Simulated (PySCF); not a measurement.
**Ionisation energy of W(33+) by level of theory**

W(33+) [Kr] 4d5 [4d3/2^4 4d5/2^1, M_J = 5/2] → W(34+) [Kr] 4d4 [4d3/2^4, M_J = 0], as a difference of total energies. Calculation: PySCF 2.14, in an even-tempered Gaussian basis (17 s from 3.3 bohr⁻², ratio 2.8; 14 p from 4.3 bohr⁻², ratio 2.8; 9 d from 4.3 bohr⁻², ratio 2.8; 3 f from 18 bohr⁻², ratio 3); the two-component X2C-1e Hamiltonian. Correlated levels: [Ar] 3d10 frozen; the 92 highest virtual spinors dropped. "Screened" scales the spin-orbit matrix elements by Boettger's factors to mimic the two-electron term; Breit and QED terms are absent.

```
                    method  ionisation energy (eV)
           GHF (spin-free)                  1397.7
          GMP2 (spin-free)                  1397.6
 GHF (screened spin-orbit)                  1382.1
GMP2 (screened spin-orbit)                  1381.9
```

Breit and QED terms and the two-electron picture change are absent.

The spin-free rows relax to the high-spin LS determinant and lack the spin-orbit shift.

The labels give the starting determinants; with spin-orbit coupling the two ends relaxed to ⟨J²⟩ = 8.75, ⟨L²⟩ = 4.91, ⟨S²⟩ = 3.48 and ⟨J²⟩ = 0.00, ⟨L²⟩ = 2.48, ⟨S²⟩ = 2.48.

For comparison: 1386.8 ± 1.4 eV (semi-empirical (NIST evaluation); NIST Atomic Spectra Database, ionization energies).
